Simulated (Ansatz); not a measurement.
B3N3H6 (borazine): methods side by side

The species is B3N3H6 (12 atoms), meant as a singlet with charge 0. As SMILES, `B1NBNBN1`. The shape was relaxed beforehand at PBE0/def2-SVP. This is one conformer, not always the lowest.

```xyz
12

B    -0.7262   -1.2242    0.2539
N     0.5257   -0.9594    0.8858
B     1.2662    0.2388    0.6560
N     0.7070    1.1919   -0.2472
B    -0.5400    0.9854   -0.9099
N    -1.2327   -0.2325   -0.6387
H    -1.3338   -2.2486    0.4663
H     0.9034   -1.6487    1.5223
H     2.3256    0.4386    1.2049
H     1.2150    2.0482   -0.4247
H    -0.9918    1.8100   -1.6712
H    -2.1184   -0.3995   -1.0976
```

Each level gives the adiabatic ionisation energy (to the doublet cation, shapes relaxed at PBE0/def2-SVP, no zero-point term) (eV). The values are calculated.

| level | kind | program | value (eV) | CPU time (all runs) |
| --- | --- | --- | --- | --- |
| HF/def2-SVP | Hartree–Fock | Ansatz | 8.60 | 2.8 s |
| r2SCAN/def2-SVP | meta-GGA | Ansatz | 9.76 | 9.9 s |
| B3LYP/def2-SVP | global hybrid | Ansatz | 9.80 | 6 s |
| PBE0-D4/def2-SVP | global hybrid | Ansatz | 9.88 | 6.2 s |
| wB97M-V/def2-SVP | range-separated hybrid | Ansatz | 9.96 | 19 s |
| MP2/def2-SVP | perturbation theory | Ansatz | 9.94 | 5.7 s |

The values span 8.60 to 9.96 eV. CPU times are rough (shared hosts, several kinds of processor): they show what a rung costs within a factor of a few.
